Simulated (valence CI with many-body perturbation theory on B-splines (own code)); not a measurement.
**Hf XXXI in brief**

Calculated by valence CI with perturbative core correlation (CI+MBPT): six valence electrons over a frozen Dirac-Fock core [Kr], radial functions for each j: 7 s, 7 p, 8 d, 6 f, 4 g, 1 h, with the one-electron correlation potential Σ1 (screened to all orders), the two-electron term Σ2, the three-electron term Σ3, Breit, model QED; selected single and double excitations, second order for the rest, scaled by the run's own slope (own B-spline code, finite nucleus).

The last digits are not significant, and no measured levels were compared; by estimate large intervals hold to a few tenths of a per cent, small ones and those within an open d or f shell to about a per cent. Core correlation moves these levels by up to 7700 cm⁻¹, and in measured spectra 5 to 20 % of such shifts remained as error; rates that hang on mixing are uncertain with them. Among the levels kept, up to 760 cm⁻¹ of a level comes from second order outside the variational space, and about a tenth of that is noise between levels of different J, which matters for small intervals. Only levels of the ground parity were solved; by the run's estimate the other parity begins above the list, which can be wrong where configurations are misplaced.

Levels are named by their leading jj configuration (3d3/2^4 stands for four electrons in 3d with j = 3/2), which in mixed levels can hold well under half, so a name can repeat and another be missing.

Rates and lifetimes use the calculated energies. Strong lines usually hold to 10 to 20 %, long lifetimes can be off by a factor of two.

(1) What is the ground level?

(2) What is the ionisation energy?

(3) How well does LS coupling describe the low levels?

(4) Name the longest-lived excited levels whose lifetime is computed, and their main decay.

Answers

(1) (4d3/2^4 4d5/2^2) J=4, composition 40 % 4d6 5D + 37 % 4d6 3F + 10 % 4d6 1G, g = 1.290.

(2) 1196.4 eV; NIST lists 1195 ± 4 eV (theoretical).

(3) Among the lowest 20 levels the leading LS term, summed over configurations, holds 50 % on average. For single configurations the figures are 49 % in LS and 91 % in jj coupling. Terms mix most in the J = 3 level at 242210 cm⁻¹, where the leading one holds 29 %.

(4) (4d3/2^4 4d5/2^2) J=2 at 20188 cm⁻¹ lives 377 s, mostly by E2 to (4d3/2^4 4d5/2^2) J=4; (4d3/2^4 4d5/2^2) J=0 at 63759 cm⁻¹ lives 2.44 s, mostly by E2 to (4d3/2^4 4d5/2^2) J=2; (4d3/2^3 4d5/2^3) J=6 at 130070 cm⁻¹ lives 1.86 s, mostly by E2 to (4d3/2^4 4d5/2^2) J=4.
